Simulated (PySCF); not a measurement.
C₂H₅O₂ (SMILES COC=[OH+]), charge +1, singlet, geometry from GFN2-xTB. Base run: SCAN/cc-pVDZ in PySCF.

PySCF was given this input:
```python
from pyscf import gto, scf, dft

mol = gto.Mole()
mol.atom = '''
    C    -0.88185762    0.00899774   -0.07418618
    O    -0.71974313   -1.14547322    0.45674714
    O     0.05802829    0.77784465   -0.34442084
    H    -1.87588460    0.39555666   -0.32671543
    C     1.43664404    0.47811999   -0.10026343
    H     1.82407913    1.26580014    0.54905631
    H     1.57697924   -0.50273413    0.35103154
    H     1.95211849    0.54352817   -1.06056024
    H    -1.51229206   -1.68382867    0.63527512
'''
mol.basis = 'cc-pvdz'
mol.charge = 1
mol.verbose = 4
mol.build()

mf = dft.RKS(mol)
mf.xc = 'scan'
mf.kernel()
mf.analyze()
```

Each row names what was changed in the base input (with any setting that the change needs).

| change | ΔE vs base (µEh) | grid points | electrons on the grid |
|---|---|---|---|
| base | 0.0 | 105440 | 31.99999 |
| grids.prune = off | -7.8 | 166104 | 31.99999 |
| grids.prune = dft.gen_grid.sg1_prune | -21.7 | 47000 | 31.99993 |
| grids.radi_method = delley | -530 | 113576 | 31.99999 |
| grids.level = 7 | -535 | 597280 | 32.00000 |
| grids.level = 4 | 256 | 192280 | 32.00000 |
| grids.atom_grid = (75, 302) | 5.2 | 130592 | 31.99999 |
| grids.atom_grid = (50, 194) | -4752 | 59248 | 32.00001 |
| small_rho_cutoff = 0 | 0.0 | 105440 | 31.99999 |
| grids.level = 5 | -584 | 289616 | 32.00000 |
| grids.level = 1 | 4089 | 33080 | 32.00001 |
